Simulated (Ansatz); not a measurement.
```yaml
crystal:
  periodic: [false, false, false]
  atoms:
    - {symbol: F, position_ang: [-1.856680, -0.950055, -1.170777]}
    - {symbol: C, position_ang: [-0.680461, -0.241114, -1.254663]}
    - {symbol: F, position_ang: [-1.067461, 0.880399, -1.951365]}
    - {symbol: F, position_ang: [0.089055, -0.940518, -2.116605]}
    - {symbol: C, position_ang: [0.000190, 0.000471, -0.000196]}
    - {symbol: C, position_ang: [-0.664822, 0.736394, 1.054079]}
    - {symbol: F, position_ang: [-0.040916, 1.892692, 1.462329]}
    - {symbol: F, position_ang: [-1.908503, 1.118807, 0.691746]}
    - {symbol: F, position_ang: [-0.830970, 0.062175, 2.241913]}
    - {symbol: C, position_ang: [1.345385, -0.495037, 0.200481]}
    - {symbol: F, position_ang: [1.819708, -0.177725, 1.424654]}
    - {symbol: F, position_ang: [2.292944, -0.028277, -0.681115]}
    - {symbol: F, position_ang: [1.502552, -1.858201, 0.099530]}
basis:
  gaussian: {orbitals: cc-pVTZ-DK}
total_charge: -1
hamiltonian: {xc: {name: PBE0}, dispersion: d4}
output: {forces: true}
```

```sh
$ ansatz run in.yaml --threads 4 --pin off --events-out ev --progress --plain --max-ram 66560MiB --backend cuda --devices 0, --max-vram 37GiB
```

Output, abridged:

```
Functional definition: PBE0
2010 factors; their error is unknown
mean field evaluation 1: about -28602.7890 eV, gradient 5.9e1 eV
mean field evaluation 2: about -28601.1796 eV, gradient 6.8e1 eV
mean field evaluation 4: about -28607.9598 eV, gradient 3.1e0 eV
mean field evaluation 8: about -28607.9754 eV, gradient 9.0e-2 eV
mean field evaluation 16: about -28607.9640 eV, gradient 3.6e-5 eV
mean field -28607.96397082 eV, -1051.3232847532 hartree, gradient 3.6e-5 eV, S^2 0.000000; 0 other end points of the search recorded, 0 dependent functions left out
reference -28607.96398757 eV, -1051.3232853688 hartree; 53, 53 occupied and 337, 337 virtual orbitals, 2010 factors
Total energy: -28608.28704265 eV, -1051.3351574239 hartree
Relativity: scalar
Atom 0 at    -1.856680    -0.950055    -1.170777 Å, force     0.035731     0.032385    -0.005920 eV/Å
Atom 1 at    -0.680461    -0.241114    -1.254663 Å, force    -0.021510     0.024315     0.036268 eV/Å
Atom 2 at    -1.067461     0.880399    -1.951365 Å, force     0.003755    -0.040719     0.025018 eV/Å
Atom 3 at     0.089055    -0.940518    -2.116605 Å, force     0.008631    -0.002511     0.002658 eV/Å
Atom 4 at     0.000190     0.000471    -0.000196 Å, force     0.000171    -0.000675     0.000053 eV/Å
Atom 5 at    -0.664822     0.736394     1.054079 Å, force     0.044736    -0.017399     0.005558 eV/Å
Atom 6 at    -0.040916     1.892692     1.462329 Å, force    -0.019760    -0.043331    -0.004871 eV/Å
Atom 7 at    -1.908503     1.118807     0.691746 Å, force    -0.002872    -0.002238    -0.008354 eV/Å
Atom 8 at    -0.830970     0.062175     2.241913 Å, force     0.011803     0.029697    -0.036523 eV/Å
Atom 9 at     1.345385    -0.495037     0.200481 Å, force    -0.024071    -0.007643    -0.041314 eV/Å
Atom 10 at     1.819708    -0.177725     1.424654 Å, force    -0.005463     0.004823     0.005581 eV/Å
Atom 11 at     2.292944    -0.028277    -0.681115 Å, force    -0.031157    -0.024983     0.026399 eV/Å
Atom 12 at     1.502552    -1.858201     0.099530 Å, force     0.000005     0.048277    -0.004553 eV/Å
Dipole moment:     0.000031     0.000047    -0.000033 e Å
```

It took 7 s on 4 threads of an AMD EPYC 7R13 on a shared host and a share of an NVIDIA H100 80 GB, with 1.3 GiB of host memory at the peak.
